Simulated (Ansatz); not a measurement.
Cost and result for the atomization energy of C2H7AlBFSi (13 atoms, 15 bonds).

```xyz
13

C     0.486    1.482    0.017
C     1.207    0.248    0.408
Si    0.275   -0.634    1.613
F    -0.122   -0.024    3.028
B    -0.369    0.142   -0.207
Al   -1.077   -0.779   -1.927
H     0.842    1.971   -0.884
H     0.199    2.185    0.791
H     2.032   -0.149   -0.169
H     0.313   -2.097    1.748
H    -1.128   -0.054    0.845
H    -2.371   -1.713   -1.965
H    -0.286   -0.576   -3.299
```

The species carries charge 0 and has multiplicity 1. The bonds changed during the relaxation, so this is another structure than the one it started from. The geometry is a stationary point of PBE0-D4/def2-TZVP. It is one conformer, not always the lowest. Program: Ansatz. All runs use 4 threads of an Arm Neoverse V2 on a shared host. Times are those of one run each, without the atoms' runs, and a repeat can differ threefold. Electronic energies, without spin–orbit coupling; frozen cores. CCSD(T)/CBS adds CCSD(T) − MP2 in def2-TZVPP to the MP2 limit, and its time is that of the two runs behind it. T1 = 0.012. B3LYP takes the VWN-RPA correlation (the form of Gaussian; ORCA's B3LYP/G). HSE06 is the plane-wave form, built on full-range PBE exchange.

CCSD(T)/CBS is a level of theory with its own doubt, some kJ/mol a heavy atom from the limit and from the frozen cores, so smaller differences don't rank the functionals.

| level | functions | wall time |
| --- | --- | --- |
| LDA (SPW92)/def2-TZVPP | 306 | 1.7 s |
| BLYP-D4/def2-TZVPP | 306 | 2.7 s |
| revPBE-D4/def2-TZVPP | 306 | 2.8 s |
| BHLYP-D4/def2-TZVPP | 306 | 4.8 s |
| HSE06-D4/def2-TZVPP | 306 | 4.9 s |
| B3LYP-D4/def2-TZVPP (with forces) | 306 | 7 s |
| B2PLYP/def2-TZVPP | 306 | 8.5 s |
| CCSD(T)/def2-SVP | 127 | 9 s |
| ωB97X-V/def2-TZVPP | 306 | 12 s |
| B97M-V/def2-TZVPP | 306 | 14 s |
| MP2/def2-QZVPP | 578 | 31 s |
| CCSD(T)/def2-TZVPP | 306 | 14 min |
| CCSD(T)/CBS(def2) | – | 14 min |

(1) What atomization energy does each give, and how far from CCSD(T)/CBS? (An estimate is asked.)

## Answers

(1) Computed: 
```tsv
level	atomization (kcal/mol)	difference from CCSD(T)/CBS	per bond
LDA (SPW92)/def2-TZVPP	1257.6	154.3	10.3
BLYP-D4/def2-TZVPP	1092.6	-10.7	-0.7
revPBE-D4/def2-TZVPP	1097.0	-6.3	-0.4
BHLYP-D4/def2-TZVPP	1075.5	-27.8	-1.9
HSE06-D4/def2-TZVPP	1109.7	6.4	0.4
B3LYP-D4/def2-TZVPP (with forces)	1099.5	-3.8	-0.3
B2PLYP/def2-TZVPP	1089.9	-13.4	-0.9
CCSD(T)/def2-SVP	1044.7	-58.6	-3.9
ωB97X-V/def2-TZVPP	1109.7	6.4	0.4
B97M-V/def2-TZVPP	1120.0	16.7	1.1
MP2/def2-QZVPP	1114.3	11.0	0.7
CCSD(T)/def2-TZVPP	1076.0	-27.3	-1.8
CCSD(T)/CBS(def2)	1103.3	0.0	0.0
```

Leaving LDA and LC-ωPBE aside and taking each functional with its dispersion term where it has one, the values, not all of them listed here, spread over 47.0 kcal/mol, from BHLYP-D4 to PBE-D4. LDA lies +142.5 kcal/mol from PBE without D4, its usual overbinding. At CCSD(T), def2-SVP lies −58.7 kcal/mol from the extrapolated value and def2-TZVPP −27.3 kcal/mol: correlation converges slowly with the basis, and small sets miss more of it in the bonded molecule than in its fragments. The D4 term adds +11.9 kcal/mol with B3LYP and +6.2 kcal/mol with PBE0; it sums over pairs of atoms, weighted by their polarisabilities, and B3LYP, whose exchange is more repulsive, gets the larger term.
